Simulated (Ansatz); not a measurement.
`[NH2][GeH2][SiH2]F` + `N[SiH2]N` → `N[SiH2][NH][GeH2][NH2]` + `F[SiH3]`  (cleavage of the Ge–Si bond)

Computed with Ansatz on PBE0-D4/def2-TZVP structures; ΔE is electronic, products minus reactants. CBS: MP2 limit from def2 TZ/QZ plus the TZ coupled-cluster correction, frozen cores. This one scheme is used for every species. For Ge outer-core shells are correlated without core-valence functions, which leaves a few kJ/mol of doubt a bond. Scalar relativity is left out up to krypton. One conformer a species, not always the lowest.

```csv
species,CCSD(T)/CBS(def2) energy (Eh)
`[NH2][GeH2][SiH2]F`,-2523.36102
`N[SiH2]N`,-402.15462
`N[SiH2][NH][GeH2][NH2]`,-2534.80214
`F[SiH3]`,-390.72345
```

(1) Work out ΔE.

Largest T1 diagnostic among the species: 0.011.

Results:

(1) ΔE = (-2534.80214) + (-390.72345) − (-2523.36102) − (-402.15462) = -0.00995 Eh = -26.1 kJ/mol.

From PBE to PBE0 (25 % exact exchange), in def2-TZVPP and without D4, ΔE moves by −5.5 kJ/mol. The D4 term adds −4.2 kJ/mol with B3LYP and −2.6 kJ/mol with PBE0; it sums over pairs of atoms, weighted by their polarisabilities, and B3LYP, whose exchange is more repulsive, gets the larger term.

B3LYP here is the variant with VWN-RPA as its local correlation; programs differ in this.
